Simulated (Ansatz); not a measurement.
Reaction (formal exchange of groups at the Si–N bond): `CO[Si](Cl)(Cl)N(C)C` + SiH₄ → `CO[Si]([SiH3])(Cl)Cl` + dimethylamine

Calculated with Ansatz (gas phase, PBE0-D4/def2-TZVP geometries, no zero-point term in ΔE). CBS: MP2 limit from def2 TZ/QZ plus the TZ coupled-cluster correction, frozen cores. This one scheme is used for every species. DFT in def2-TZVPP. HSE06 is defined as in plane-wave codes. One conformer a species, not always the lowest.

Question: Is it downhill or uphill in electronic energy at CCSD(T)/CBS, and by how much? (An estimate is asked.)

Answer: Ansatz gave: Uphill: ΔE = +0.76 eV.

Question: What do these levels give: PBE-D4, revPBE-D4, PBE0-D4, BHLYP-D4, B2PLYP, PBE-QIDH, r2SCAN, HSE06, CCSD/def2-SVP, SCS-MP2/def2-TZVPP, SCS-MP2/def2-QZVPP, HF/CBS(def2)? (An estimate is asked.)

Answer: Computed: PBE-D4 0.55, revPBE-D4 0.60, PBE0-D4 0.62, BHLYP-D4 0.79, B2PLYP 0.72, PBE-QIDH 0.73, r2SCAN 0.68, HSE06 0.55, CCSD/def2-SVP 0.82, SCS-MP2/def2-TZVPP 0.85, SCS-MP2/def2-QZVPP 0.83, HF/CBS(def2) 0.76 eV.

Largest T1 diagnostic among the species: 0.011.

From PBE to PBE0 (25 % exact exchange), in def2-TZVPP and without D4, ΔE moves by +0.08 eV. Leaving LDA and LC-ωPBE aside and taking each functional with its dispersion term where it has one, the values, not all of them listed here, spread over 0.26 eV, from PBE-D4 to ωB97M-V. LDA lies +0.20 eV from PBE without D4.
